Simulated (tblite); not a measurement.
Isomers of C7H13FOSi. Calculated harmonic vibrations of the isolated species, GFN2-xTB (tblite), most abundant isotopes, no scaling. This tight-binding method is rough: wavenumbers can miss measured ones by several per cent, in bad cases by 10 to 20. Modes of hydrogen on silicon can be 10 to 20 % off. One conformer each.

Electronic energies: GFN2-xTB at the same geometries; isomer energies are rough at this level and their order can be wrong.

| SMILES | electronic energy, lowest = 0 (kcal/mol) |
| --- | --- |
| CC/C(=C\[SiH2]CF)C(C)=O | 34.4 |
| CC#C[Si@@H](F)[C@H](C)OCC | 10.9 |
| CC[C@H]1C[Si@](F)(C(C)=O)C1 | 0.0 |
| C[C@@H]1C[C@]12COC[C@@H](F)[SiH2]2 | 21.3 |
| C/C=C1\[SiH2][C@@H](OCC)[C@@H]1F | 36.4 |

Question: How do GFN2-xTB zero-point energies change the relative energies?

Answer: 
| SMILES | ZPE (kcal/mol) | of it from modes above 1550 cm⁻¹ | electronic (kcal/mol) | with ZPE, lowest = 0 (kcal/mol) | lowest mode (cm⁻¹) | rings |
| --- | --- | --- | --- | --- | --- | --- |
| CC[C@H]1C[Si@](F)(C(C)=O)C1 | 117.1 | 58.5 | 0.0 | 0.0 | 21 | 1 |
| CC#C[Si@@H](F)[C@H](C)OCC | 113.8 | 58.0 | 10.9 | 7.6 | 15 | 0 |
| C[C@@H]1C[C@]12COC[C@@H](F)[SiH2]2 | 115.3 | 53.4 | 21.3 | 19.4 | 42 | 2 |
| CC/C(=C\[SiH2]CF)C(C)=O | 112.4 | 58.6 | 34.4 | 29.7 | 27 | 0 |
| C/C=C1\[SiH2][C@@H](OCC)[C@@H]1F | 113.4 | 55.9 | 36.4 | 32.7 | 39 | 1 |

The zero-point energies span 4.7 kcal/mol, from `CC/C(=C\[SiH2]CF)C(C)=O` to `CC[C@H]1C[Si@](F)(C(C)=O)C1`. The order is unchanged.

Question: What do entropy and thermal enthalpy add at 298.15 K and 1 bar (rigid rotor, harmonic oscillator, one conformer each)?

Answer: 
| SMILES | point group | symmetry number | S (cal/(mol K)) | H − H(0) (kcal/mol) | ZPE + H − H(0) − TS (kcal/mol) |
| --- | --- | --- | --- | --- | --- |
| C[C@@H]1C[C@]12COC[C@@H](F)[SiH2]2 | C1 | 1 | 102.8 | 7.57 | 92.2 |
| CC/C(=C\[SiH2]CF)C(C)=O | C1 | 1 | 120.1 | 9.19 | 85.8 |
| C/C=C1\[SiH2][C@@H](OCC)[C@@H]1F | C1 | 1 | 110.0 | 8.43 | 89.0 |

Not tabulated: `CC[C@H]1C[Si@](F)(C(C)=O)C1` (lowest mode only 21 cm⁻¹); `CC#C[Si@@H](F)[C@H](C)OCC` (lowest mode only 14 cm⁻¹).
